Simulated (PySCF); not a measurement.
C4H10Si2, SMILES C=C[SiH2]/C=C/[SiH3].

Geometry optimised at B3LYP-D3(BJ)/def2-SVP. The structure was generated by enumeration; whether it is a known compound was not checked. One conformer was computed; it need not be the lowest.

Computed with r2SCAN/def2-TZVP (PySCF).

Isolated molecule, no solvent.

```json
{
  "total_energy": "-737.29344 hartree",
  "highest_occupied_level": "-6.92 eV",
  "lowest_empty_level": "-1.89 eV",
  "orbital_gap": "5.03 eV",
  "dipole_moment": "0.80 D",
  "quadrupole, principal values (traceless, Buckingham form, about the centre of nuclear charge)": "-4.44, 0.04, 4.40 D·Å",
  "mean_static_polarisability": "108.2 bohr³ (16.04 Å³)",
  "polarisability_principal_values": "82.6, 86.3, 155.8 bohr³"
}
```
